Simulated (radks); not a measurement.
Values are calculated unless marked as measured or tabulated.
Spherical quantum dot in the effective-mass picture: electrons in a well V = -V0 / (1 + exp((r - R)/a)) with V0 = 5.06, R = 4.78, a = 0.45, all in effective atomic units (hartree* = m*/eps^2 hartree, bohr* = eps/m* bohr), one dielectric constant everywhere. Level of theory: non-relativistic Kohn-Sham, LDA (Slater exchange, Perdew-Wang correlation), spin-polarised, spherical densities (a radial shooting solver with Libxc functionals). Levels are named by radial order and angular momentum (1s, 1p, 1d, 2s, ...), and open shells are averaged over m. Results are scaled to m* = 0.2 and eps = 15.5, for which hartree* = 22.65 meV and bohr* = 4.101 nm. Each electron was tried in the lowest free levels, single moves between levels near the top were tried too, and the lowest total energy was kept; such a search can miss a lower state. The series stops at N = 14: beyond it a trial failed or the search could not be trusted, so later rows were left out. At N = 1 the Hartree and exchange-correlation terms need not cancel, so that row can carry a self-interaction error.

N	open shells	2S	E (meV)	addition energy mu(N+1) - mu(N) (meV)	rms radius (nm)
1	1s(up 1, down 0)	1	-107.841	8.079	9.534
2	none	0	-207.604	11.69	10.12
3	1p(up 1, down 0)	1	-295.679	6.200	10.92
4	1p(up 2, down 0)	2	-377.553	6.277	11.40
5	1p(up 3, down 0)	3	-453.151	7.736	11.74
6	1p(up 3, down 1)	2	-521.012	5.927	12.03
7	1p(up 3, down 2)	1	-582.946	5.982	12.28
8	none	0	-638.898	11.51	12.49
9	1d(up 1, down 0)	1	-683.343	5.700	12.74
10	1d(up 2, down 0)	2	-722.087	5.695	12.96
11	1d(up 3, down 0)	3	-755.137	5.680	13.15
12	1d(up 4, down 0)	4	-782.506	5.660	13.32
13	1d(up 5, down 0)	5	-804.215	6.982	13.47
14	1d(up 5, down 1)	4	-818.942	-	13.62

All shells are closed at N = 2, 8 (there: 1s2 1p6); the second difference of the energy has clear peaks (12 % above both neighbours; the first and last values, which can be the largest, are not judged, and half-filled shells can peak too) at N = 2, 5, 8.
